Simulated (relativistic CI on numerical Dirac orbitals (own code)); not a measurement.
## Tc⁶⁺: L2,3 absorption edge

Computed with this model: Dirac-Coulomb-Breit CI, separate exchange-only KLI orbitals for each configuration, QED by a radiative potential, valence Slater integrals scaled by 0.9, multiplet model of core-to-valence dipole absorption; configurations [Kr] 4d → [He] 2s2 2p5 3s2 3p6 3d10 4s2 4p6 4d2; 300 K; Lorentzian 1.6 eV and Gaussian 0.5 eV FWHM. Energies are those of the free ion, without screening or charge transfer. The branching ratio is the share of the lower-energy edge in the whole absorption, uncertain by about 0.02 where the edges overlap. S is read from ⟨S²⟩ = S(S + 1).

Field parameters in Wybourne normalisation: D3d B²₀ = −7Dσ, B⁴₀ = −14Dq − 21Dτ, B⁴₃ = −14√(10/7) Dq; D4h B²₀ = −7Ds, B⁴₀ = 21(Dq − Dt), B⁴₄ = 21√(5/14) Dq; Oh B⁴₀ = 21Dq, B⁴₄ = √(5/14) B⁴₀. The field is a parameter set, without covalency.

free ion: ground-state S = 0.50, centroid 2722.91 eV, branching ratio 0.733. Peaks (eV, height): 2692.5 (100), 2806.8 (27), 2807.8 (27).

D4h, 10Dq = 29500, Ds = 1880, Dt = 620 cm⁻¹: ground-state S = 0.50, centroid 2726.53 eV, branching ratio 0.703. Peaks (eV, height): 2690.5 (59), 2693.5 (100), 2805.5 (31), 2808.2 (31), 2809.8 (31).

Oh, 10Dq = 13950 cm⁻¹: ground-state S = 0.50, centroid 2726.09 eV, branching ratio 0.706. Peaks (eV, height): 2692.8 (100), 2806.0 (27), 2807.5 (34).

Oh, 10Dq = 26200 cm⁻¹: ground-state S = 0.50, centroid 2726.63 eV, branching ratio 0.702. Peaks (eV, height): 2690.5 (57), 2693.8 (100), 2805.5 (30), 2807.0 (28), 2808.5 (29), 2810.0 (30).

D3d, 10Dq = 42200, Dσ = 440, Dτ = 430 cm⁻¹: ground-state S = 0.50, centroid 2728.19 eV, branching ratio 0.689. Peaks (eV, height): 2689.5 (79), 2695.0 (100), 2804.8 (39), 2806.0 (35), 2809.8 (32), 2811.5 (35).

D3d, 10Dq = 40100, Dσ = 610, Dτ = -320 cm⁻¹: ground-state S = 0.50, centroid 2726.95 eV, branching ratio 0.700. Peaks (eV, height): 2689.8 (70), 2694.5 (100), 2804.8 (35), 2806.2 (27), 2809.2 (29), 2811.0 (33).

The statistical ratio of this edge is 2/3 = 0.667. Values above it arise where the holes sit mainly in the j = l + 1/2 valence subshell or the ground state has high spin; values below it where core-valence Coulomb terms move weight to the upper edge, as in nearly empty shells. At deep edges of heavy elements the radial integrals of the two core levels differ, which raises the baseline.

Strongest unbroadened transitions for free ion:

| Energy (eV) | Relative strength |
| --- | --- |
| 2689.68 | 5.7 |
| 2690.15 | 20.3 |
| 2690.58 | 9.9 |
| 2690.96 | 3.2 |
| 2691.02 | 5.7 |
| 2691.47 | 4.5 |
| 2691.92 | 45.5 |
| 2692.42 | 2.0 |
| 2692.53 | 100.0 |
| 2692.76 | 42.6 |
| 2805.84 | 11.0 |
| 2806.59 | 30.4 |
| 2807.88 | 20.4 |
| 2807.93 | 2.1 |
| 2808.06 | 9.7 |
| 2808.19 | 5.1 |
| 2808.65 | 3.2 |
| 2812.34 | 5.1 |
